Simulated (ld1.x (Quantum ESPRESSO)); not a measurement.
Ranking TM semilocal potentials for caesium

All share these settings but for the change named:

ld1.x (Quantum ESPRESSO) 7.5 input, shortened:

```
&input
   title='Cs', zed=55., rel=1, dft='PZ', iswitch=3,
   config='[Xe] 5d0 6s1 6p0'
 /
 &inputp
   pseudotype=1, tm=.true., lloc=0,
   nlcc=.false.
 /
3
6P  2  1   0.00   0.00  3.95  3.95  0.0
5D  3  2   0.00   0.00  3.75  3.75  0.0
6S  1  0   1.00   0.00  4.20  4.20  0.0
 &test
   configts(1)='5d0 6s1 6p0'
 /
```

Test errors are all-electron minus pseudo excitation energies from the reference, over 5d0 6s0.5 6p0; 5d0 6s0 6p1; 5d1 6s0 6p0; 5d0.5 6s0.5 6p0. None of these files shows a bound ghost.

The base gives 101.9 meV.

Of 7 variants that were run, those that failed, showed a ghost or another fault, or gave nearly equal values are left out.

Question: Rank these variants by their largest absolute test error, smallest first.
A. core correction a·sin(br)/r model core inside 3.96 bohr
B. core correction a·sin(br)/r model core inside 4.34 bohr
C. core correction a·sin(br)/r model core inside 1.54 bohr
D. core correction a·sin(br)/r model core inside 3.02 bohr
E. core correction a·sin(br)/r model core inside 3.60 bohr

Answer: E (2.9 meV), A (3.7 meV), D (5.1 meV), C (6.7 meV), B (14.0 meV).
